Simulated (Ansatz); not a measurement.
`BC([SiH3])Br` + `B/C(O)=C(/O)[SiH3]` → `B/C(O)=C(/B)[SiH3]` + `OC([SiH3])Br`  (redistribution)

Isolated molecules relaxed with PBE0-D4/def2-TZVP in Ansatz; ΔE leaves out vibrations. CBS: MP2 limit from def2 TZ/QZ plus the TZ coupled-cluster correction, frozen cores. Double bonds are as drawn, so ΔE can hold a change between cis and trans. DFT in def2-TZVPP. For Br outer-core shells are correlated without core-valence functions, which leaves a few kJ/mol of doubt a bond. Scalar relativity is left out up to krypton. Each species was taken in one conformer, which may not be the lowest.

| level | ΔE (kJ/mol) |
| --- | --- |
| r2SCAN-D4 | 37.0 |
| ωB97X-V | 36.9 |
| CCSD(T)/def2-TZVPP | 37.1 |
| CCSD/CBS(def2) | 36.4 |

Task: What does CCSD(T)/CBS give? (Estimate.)

Result: Computed: +38.0 kJ/mol. The listed levels differ from it by -1.0, -1.1, -0.9, -1.6 kJ/mol.

Largest T1 diagnostic among the species: 0.015.

In def2-TZVPP, CCSD(T) changes the Hartree–Fock value by +12.1 kJ/mol (the triples alone add +1.6 kJ/mol) and MP2 by +14.6 kJ/mol.
